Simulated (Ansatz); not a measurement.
Total energies of C$_{7}$H$_{7}$O$_{3}$S− (`Cc1ccc(S(=O)(=O)[O-])cc1`).

```xyz
18

C     0.597   -1.692    2.362
C     0.274   -0.828    1.179
C     0.741    0.480    1.098
C     0.469    1.271   -0.008
C    -0.278    0.768   -1.062
S    -0.587    1.770   -2.519
O    -1.865    1.292   -3.023
O    -0.605    3.137   -2.020
O     0.544    1.469   -3.386
C    -0.761   -0.531   -0.988
C    -0.486   -1.317    0.120
H     1.535   -2.239    2.212
H     0.711   -1.096    3.271
H    -0.186   -2.434    2.539
H     1.323    0.889    1.921
H     0.817    2.296   -0.064
H    -1.368   -0.904   -1.804
H    -0.876   -2.331    0.170
```

The species carries charge -1 and has multiplicity 1. All single points use the PBE0-D4/def2-TZVPD geometry. It is one conformer, not always the lowest. Basis def2-TZVPPD, Ansatz.

RPA on PBE orbitals: Hartree–Fock energy of these orbitals -891.39764 Eh, correlation -3.13638 Eh (frozen core).

| functional | kind | energy without D4 (Eh) | D4 term (kJ/mol) |
| --- | --- | --- | --- |
| LDA (SPW92) | LDA | -889.70053 | – |
| PBE | GGA | -894.37788 | -62.7 |
| revPBE | GGA | -894.90004 | -196.7 |
| BLYP | GGA | -894.96799 | -137.1 |
| r2SCAN | meta-GGA | -894.84152 | -16.9 |
| PBE0 | global hybrid, 25 % exact exchange | -894.42440 | -53.3 |
| B3LYP | global hybrid, 20 % | -895.13761 | -99.7 |
| r2SCAN0 | meta-GGA hybrid, 25 % | -894.76530 | -19.5 |
| HSE06 (plane-wave form) | screened hybrid | -894.39225 | -49.6 |
| CAM-B3LYP | range-separated hybrid | -894.91100 | -53.9 |
| LC-ωPBE | long-range corrected hybrid | -894.67922 | – |
| ωB97X-V | range-separated hybrid GGA with VV10 | -894.91048 | – |
| B2PLYP | double hybrid | -894.62017 | – |
| PBE-QIDH | double hybrid | -894.26998 | – |

(1) Give the same for B97M-V, r2SCANh, BHLYP, ωB97M-V. (An estimate is asked.)

B3LYP takes the VWN-RPA correlation (the form of Gaussian; ORCA's B3LYP/G). HSE06 is the plane-wave form, built on full-range PBE exchange. The double hybrids freeze the cores in their second-order part.

Answers

(1) Computed: 
| functional | kind | energy without D4 (Eh) | D4 term (kJ/mol) |
| --- | --- | --- | --- |
| B97M-V | meta-GGA with VV10 | -894.97636 | – |
| r2SCANh | meta-GGA hybrid, 10 % | -894.80995 | -17.8 |
| BHLYP | global hybrid, 50 % | -894.83050 | -72.4 |
| ωB97M-V | range-separated hybrid meta-GGA with VV10 | -894.93853 | – |

LC-ωPBE has ω = 0.4 bohr⁻¹.
